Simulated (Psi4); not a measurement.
Psi4 input (wB97X-D/6-311+G**):

```
memory 1500 MB

molecule {
0 2
F     1.91805100    1.24151900    0.19389200
Si    1.16636800   -0.10978100   -0.28414300
Si   -1.11685700    0.06426900    0.29269700
F    -1.86370700   -1.17651400   -0.41368900
H     1.88475300   -1.24814100    0.35529500
H    -1.38904600   -0.02285100    1.74741400
H    -1.67795200    1.32311200   -0.24428600
symmetry c1
no_reorient
no_com
}

set {
  basis 6-311+G**
  reference uks
  scf_type df
  df_basis_scf def2-universal-jkfit
  dft_radial_points 99
  dft_spherical_points 590
  e_convergence 1e-8
  d_convergence 1e-7
  maxiter 150
}

e = energy('wb97x-d')
print_out(f'\nFINAL {e:.10f} DIPOLE {variable("CURRENT DIPOLE")[0]:.6f} {variable("CURRENT DIPOLE")[1]:.6f} {variable("CURRENT DIPOLE")[2]:.6f}\n')
```

From the output:

```
      70A      1.271772    71A      1.276551    72A      1.310440
      73A      1.348486    74A      1.356192    75A      1.386261
      76A      1.397456    77A      1.406448    78A      1.455728
      79A      1.463042    80A      1.476259    81A      1.495385
      82A      1.567351    83A      1.599010    84A      1.610243
      85A      1.674124    86A      1.707237    87A      2.020734
      88A      2.053435    89A      2.077650    90A      2.096173
      91A      2.180773    92A      2.645777    93A      2.699090
      94A      2.749038    95A      3.862241    96A      3.863044
      97A      3.864499    98A      3.865890    99A      3.905221
     100A      3.912787   101A      3.916383   102A      3.919523
     103A      4.192283   104A      4.217079   105A      5.618281
     106A      5.698027   107A      6.402864   108A      6.411056
     109A      6.420077   110A      6.428564   111A      6.450898
     112A      6.460746   113A     11.396766   114A     11.439999
     115A     11.505188   116A     11.506347   117A     11.536176
     118A     11.549829   119A     66.923224   120A     66.937668
     121A    141.086657   122A    141.195878

    Final Occupation by Irrep:
              A
    DOCC [    24 ]
    SOCC [     1 ]
    NA   [    25 ]
    NB   [    24 ]

  @DF-UKS Final Energy:  -780.53868665416462

   => Energetics <=

    Nuclear Repulsion Energy =            208.9898023217359366
    One-Electron Energy =               -1499.4758074416813542
    Two-Electron Energy =                 555.9313371806151736
    DFT Exchange-Correlation Energy =     -45.9819557326032680
    Empirical Dispersion Energy =          -0.0020629822309516
    VV10 Nonlocal Energy =                  0.0000000000000000
    Total Energy =                       -780.5386866541646214

  UHF NO Occupations:
  HONO-2 :   23  A 1.9998958
  HONO-1 :   24  A 1.9990282
  HONO-0 :   25  A 1.0000000
  LUNO+0 :   26  A 0.0009718
  LUNO+1 :   27  A 0.0001042
  LUNO+2 :   28  A 0.0000645
  LUNO+3 :   29  A 0.0000315

Computation Completed

Properties will be evaluated at   0.000000,   0.000000,   0.000000 [a0]

Properties computed using the SCF density matrix

 Multipole Moments:

 ------------------------------------------------------------------------------------
     Multipole            Electronic (a.u.)      Nuclear  (a.u.)        Total (a.u.)
 ------------------------------------------------------------------------------------

 L = 1.  Multiply by 2.5417464519 to convert [e a0] to [Debye]
 Dipole X            :         -0.0283272            0.0000094           -0.0283177
 Dipole Y            :         -0.0241094           -0.0000057           -0.0241151
 Dipole Z            :          0.1371972            0.0000113            0.1372086
 Magnitude           :                                                    0.1421606

 ------------------------------------------------------------------------------------

FINAL -780.5386866542 DIPOLE -0.028318 -0.024115 0.137209

*** Psi4 exiting successfully. Buy a developer a beer!
```

The geometry given is a B3LYP-D3(BJ)/def2-TZVP minimum.
